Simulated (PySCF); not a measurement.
Exercise with solution: oscillator strength and radiative lifetime

ClH6NSSi2, SMILES N[SiH2]S[SiH2]Cl.

Geometry optimised at B3LYP-D3(BJ)/def2-SVP. This is a generated structure with no PubChem entry under its InChIKey; it may be hypothetical. Other conformers were not sampled.

TDDFT-PBE/def2-SVPD run with PySCF puts the first singlet state with f over 0.02 at 5.82 eV (vertical), with the transition dipole (-0.361, 0.187, -0.028) in atomic units.

Find the oscillator strength, the wavelength and the radiative lifetime that this transition would have in vacuum if emission retraced absorption.


|μ|² = 0.1661 au, so |μ| = 1.04 D. ΔE = 5.82/27.211 = 0.2139 hartree. f = (2/3) ΔE |μ|² = 0.024 (the program prints 0.024).
λ = 1239.84/5.82 = 213 nm; ν = 46941 cm⁻¹.
Einstein's coefficient A = 0.6670 ν² f s⁻¹ (ν in cm⁻¹) = 3.5e7 s⁻¹, so τ = 1/A = 29 ns. This state is S4; the lower singlets have f = 0.015, 0.011, 0.009. The figure is the radiative limit of this one transition; relaxation, internal conversion, crossing to triplets and a medium change what is measured.
